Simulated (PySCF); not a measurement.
# `[C@@H]1(F)[C@]2([C@H]([C@@H](C#C)F)C2)C1`, C8H8F2

Geometry:
| atom | x (Å) | y (Å) | z (Å) |
| --- | --- | --- | --- |
| C1 | 2.625 | -0.430 | -1.089 |
| C2 | 2.061 | -0.074 | -0.095 |
| C3 | 1.399 | 0.414 | 1.103 |
| F4 | 1.449 | 1.803 | 1.123 |
| C5 | -0.049 | -0.026 | 1.206 |
| C6 | -0.458 | -1.390 | 0.694 |
| C7 | -0.880 | -0.160 | -0.015 |
| C8 | -0.888 | 0.391 | -1.393 |
| C9 | -2.133 | 0.410 | -0.543 |
| F10 | -2.571 | 1.610 | -0.063 |
| H11 | 3.119 | -0.761 | -1.953 |
| H12 | 1.962 | 0.088 | 1.992 |
| H13 | -0.531 | 0.348 | 2.103 |
| H14 | 0.305 | -2.003 | 0.236 |
| H15 | -1.196 | -1.944 | 1.255 |
| H16 | -0.386 | 1.334 | -1.555 |
| H17 | -0.854 | -0.283 | -2.236 |
| H18 | -2.982 | -0.221 | -0.781 |

Theory: GIAO KT3/pcSseg-1 magnetisability, rotational g tensor and spin-rotation constants, non-relativistic, gas phase in PySCF. Geometry: GFN2-xTB.

Q: What are the magnetisability and the molar susceptibility?

A: Isotropic -1526 × 10⁻³⁰ J/T², or -91.9 × 10⁻⁶ cm³/mol; principal values -1661, -1527, -1391 × 10⁻³⁰ J/T², anisotropy 233 × 10⁻³⁰ J/T² (root of half the summed squared differences of the principal values). The susceptibility is in cgs units.

Q: Split it along the inertial axes a, b, c into diamagnetic and paramagnetic parts about the centre of mass, with the quadrupole moment.

A: 
| axis | χ (10⁻⁶ cm³/mol) | diamagnetic (10⁻⁶ cm³/mol) | paramagnetic (10⁻⁶ cm³/mol) | summed x² of all electrons (Å²) | quadrupole Θ (D Å) |
| --- | --- | --- | --- | --- | --- |
| a | -88.9 | -688.9 | 599.9 | 237.2 | -3.26 |
| b | -97.7 | -1305.0 | 1207.3 | 91.9 | -0.02 |
| c | -89.1 | -1396.2 | 1307.1 | 70.4 | +3.28 |

Anisotropies 2χaa − χbb − χcc = +9.0 and 2χbb − χaa − χcc = -17.4 × 10⁻⁶ cm³/mol. Θ is traceless in Buckingham's convention.

Q: And the rotational g tensor?

A: 
| axis | rotational constant (GHz) | g | nuclear part | electronic part |
| --- | --- | --- | --- | --- |
| a | 2.0452 | -0.0080 | 0.5685 | -0.5764 |
| b | 0.9472 | -0.0006 | 0.5366 | -0.5372 |
| c | 0.8678 | -0.0049 | 0.5280 | -0.5329 |

Asymmetric top; isotopes 12C, 19F, 1H; no vibrational averaging.
